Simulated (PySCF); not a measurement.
## Magnetisability: SMILES CC1=C(F)[P@@H+]1CCC#N, [C$_{6}$H$_{8}$FNP]+, charge +1

Cartesian coordinates in Å; atom numbers follow the order of the lines, from 1:
```xyz
17

C    -2.2824    1.1041    0.0362
C    -1.5870   -0.1742    0.0435
C    -1.6211   -1.4845    0.3093
F    -2.3561   -2.4551    0.7550
P    -0.0142   -1.0189   -0.2986
C     1.4574   -0.9153    0.7975
C     2.3243    0.2976    0.4115
C     1.4586    1.4435    0.2805
N     0.6829    2.2755    0.1721
H    -1.6014    1.9110    0.3099
H    -3.1276    1.0720    0.7217
H    -2.6529    1.3231   -0.9666
H     0.2806   -1.3299   -1.6169
H     1.0801   -0.8134    1.8218
H     2.0306   -1.8458    0.7273
H     3.0759    0.4839    1.1827
H     2.8453    0.1383   -0.5371
```

Total charge +1.

The calculation used GIAO PBE/pcSseg-1 magnetisability, rotational g tensor and spin-rotation constants, non-relativistic, gas phase in PySCF. Geometry: GFN2-xTB.

For an ion the centre-of-mass motion in the field is neglected.

(1) How diamagnetic is it, and how anisotropic?

(2) Split it along the inertial axes a, b, c into diamagnetic and paramagnetic parts about the centre of mass, with the quadrupole moment.

(3) And the rotational g tensor?

## Answers

(1) Isotropic -1345 × 10⁻³⁰ J/T², or -81.0 × 10⁻⁶ cm³/mol; principal values -1439, -1377, -1218 × 10⁻³⁰ J/T², anisotropy 197 × 10⁻³⁰ J/T² (root of half the summed squared differences of the principal values). The susceptibility is in cgs units.

(2) 
| axis | χ (10⁻⁶ cm³/mol) | diamagnetic (10⁻⁶ cm³/mol) | paramagnetic (10⁻⁶ cm³/mol) | summed x² of all electrons (Å²) | quadrupole Θ (D Å) |
| --- | --- | --- | --- | --- | --- |
| a | -75.4 | -674.7 | 599.2 | 254.6 | +2.63 |
| b | -85.0 | -1201.0 | 1116.1 | 130.6 | +3.31 |
| c | -82.5 | -1634.2 | 1551.6 | 28.5 | -5.95 |

Anisotropies 2χaa − χbb − χcc = +16.6 and 2χbb − χaa − χcc = -12.0 × 10⁻⁶ cm³/mol. Θ is traceless in Buckingham's convention.

(3) 
```csv
axis,rotational constant (GHz),g,nuclear part,electronic part
a,2.1544,-0.0109,0.5956,-0.6065
b,1.0040,-0.0008,0.5257,-0.5264
c,0.7385,+0.0005,0.5388,-0.5383
```
Asymmetric top; isotopes 12C, 19F, 1H, 14N, 31P; no vibrational averaging.
